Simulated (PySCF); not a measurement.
Dipole moment (D) of eight halogen compounds: PBE beside r2SCAN, computed with PySCF for isolated molecules in the bases named; differences from unrounded values. The eight are the first of their class met in an unordered collection, after screening for sound electronic states; none was chosen by its value, except that the dipole had to exceed 0.05 D. Each molecule has one DFT geometry for both levels.

```tsv
molecule	basis	r2SCAN
4,4-dichlorobut-1-yne (C4H4Cl2), SMILES C#CCC(Cl)Cl	def2-TZVP	1.69
C₃H₂BrF, SMILES FC=C=CBr	def2-TZVP	1.50
dibromo-chloro-fluoromethane (CBr2ClF), SMILES BrC(Br)(Cl)F	def2-TZVP	0.27
C5H7F, SMILES C(C1(F)CC1)=C	def2-TZVP	1.67
1,1-dichloro-2,2-difluoroethane (C₂H₂Cl₂F₂), SMILES FC(F)C(Cl)Cl	def2-TZVP	2.00
C4H6ClF, SMILES C(/Cl)=C(/F)CC	def2-TZVP	2.73
dibromo(fluoro)methane (CHBr2F), SMILES FC(Br)Br	def2-TZVPD	1.11
C4H3ClF2, SMILES C=C(F)/C(Cl)=C\F	def2-TZVP	1.04
```

### Question
Estimate the PBE values and say how PBE differs from r2SCAN over the set. (An estimate is asked for; the answer gives what the named calculation found.)

### Answer

```tsv
molecule	PBE	difference
4,4-dichlorobut-1-yne (C4H4Cl2), SMILES C#CCC(Cl)Cl	1.56	-0.12
C₃H₂BrF, SMILES FC=C=CBr	1.41	-0.09
dibromo-chloro-fluoromethane (CBr2ClF), SMILES BrC(Br)(Cl)F	0.26	-0.01
C5H7F, SMILES C(C1(F)CC1)=C	1.61	-0.06
1,1-dichloro-2,2-difluoroethane (C₂H₂Cl₂F₂), SMILES FC(F)C(Cl)Cl	1.89	-0.11
C4H6ClF, SMILES C(/Cl)=C(/F)CC	2.56	-0.17
dibromo(fluoro)methane (CHBr2F), SMILES FC(Br)Br	1.06	-0.05
C4H3ClF2, SMILES C=C(F)/C(Cl)=C\F	1.01	-0.03
```
PBE lies below r2SCAN in 8 and above it in 0 of the eight; the mean signed difference is -0.08 and the largest -0.17 D.
